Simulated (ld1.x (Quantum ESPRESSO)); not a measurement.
**Logarithmic derivatives: holmium (Ho), PAW**

```
Element                 : holmium (Ho)
Generator               : ld1.x (Quantum ESPRESSO) 7.5
Type                    : PAW
Functional              : LDA (PZ)
Relativity              : scalar-relativistic
Frozen core             : [Kr] 4d10
Valence charge          : 21
Reference configuration : 4f10 5s2 5p6 5d0 6s0 6p0 (charge +3)
Partial waves           : 5s (bound): rcut 1.65, rcutus 1.80 bohr; 6s (bound, empty): rcut 1.65, rcutus 1.80 bohr; 5p (bound): rcut 2.00, rcutus 2.35 bohr; 6p (bound, empty): rcut 2.00, rcutus 2.35 bohr; 5d (bound, empty): rcut 2.60, rcutus 2.95 bohr; 5d channel at 2.65 Ry: rcut 2.60, rcutus 2.95 bohr; 4f (bound): rcut 0.65, rcutus 0.80 bohr; 4f channel at 2.2 Ry: rcut 0.65, rcutus 0.80 bohr
Local potential         : all-electron potential smoothed inside 2.55 bohr (lloc = -1)
Core correction         : Bessel-smoothed model core inside 0.65 bohr
Augmentation charge     : BESSEL, radius 0.55 bohr
```

The phase is arctan(r·u′/u) with u = r·R(r), unwrapped; energies in Ry, scanned from -8 to 5 Ry. A pole is an energy at which the radial function vanishes at the test radius. The pseudo phase is shifted by a multiple of π to meet the all-electron one at the reference energy, and phase errors are pseudo minus all-electron; the curves can meet again beyond the range given. Levels narrower than the energy grid can be missing from the lists of poles.

Task: For each channel, where are the poles, and over which energies does the pseudopotential scatter like the atom?

Result:

| channel | radius (bohr) | reference energy (Ry) | poles, all-electron | poles, pseudo | unbroken range about the reference energy with phases within 0.05 rad | phase error 1 Ry above the reference energy (rad) |
| --- | --- | --- | --- | --- | --- | --- |
| s | 3.20 | -1.72 | -5.88, -0.39 | -5.88, -0.40 | below 1.9 | -0.000 |
| p | 3.20 | -1.28 | -3.98, 0.76 | -3.98, 0.66, 4.63 | below 1.6 | -0.004 |
| d | 3.20 | -1.85 | -1.53, 2.83 | -1.54, 2.83 | below -0.2 | -0.014 |
| f | 3.20 | -2.60 | -2.59, 1.02 | -2.59, 1.02 | the whole range | +0.001 |

Phases in the d channel:

```csv
E (Ry),all-electron,pseudo
-8.00,1.447,1.447
-7.76,1.445,1.445
-7.52,1.442,1.442
-7.28,1.440,1.439
-7.04,1.437,1.436
-6.80,1.434,1.433
-6.56,1.430,1.430
-6.32,1.427,1.426
-6.08,1.423,1.422
-5.84,1.419,1.418
-5.60,1.414,1.413
-5.36,1.409,1.408
-5.12,1.403,1.402
-4.88,1.397,1.396
-4.64,1.389,1.388
-4.40,1.381,1.380
-4.16,1.372,1.370
-3.92,1.360,1.358
-3.68,1.346,1.344
-3.44,1.329,1.327
-3.20,1.306,1.304
-2.96,1.275,1.271
-2.72,1.226,1.221
-2.48,1.135,1.129
-2.24,0.896,0.886
-2.00,-0.302,-0.311
-1.76,-1.358,-1.358
-1.52,-1.580,-1.583
-1.28,-1.678,-1.685
-1.04,-1.747,-1.757
-0.80,-1.811,-1.827
-0.56,-1.886,-1.909
-0.32,-1.988,-2.029
-0.08,-2.158,-2.234
0.16,-2.493,-2.655
0.40,-3.166,-3.395
0.64,-3.865,-3.986
0.88,-4.220,-4.271
1.12,-4.393,-4.417
1.36,-4.492,-4.505
1.60,-4.557,-4.563
1.84,-4.602,-4.606
2.08,-4.637,-4.639
2.32,-4.665,-4.666
2.56,-4.689,-4.689
2.80,-4.710,-4.710
3.04,-4.729,-4.730
3.28,-4.748,-4.750
3.52,-4.766,-4.770
3.76,-4.785,-4.792
4.00,-4.806,-4.818
4.24,-4.829,-4.851
4.48,-4.857,-4.895
4.72,-4.892,-4.963
4.96,-4.940,-5.088
```
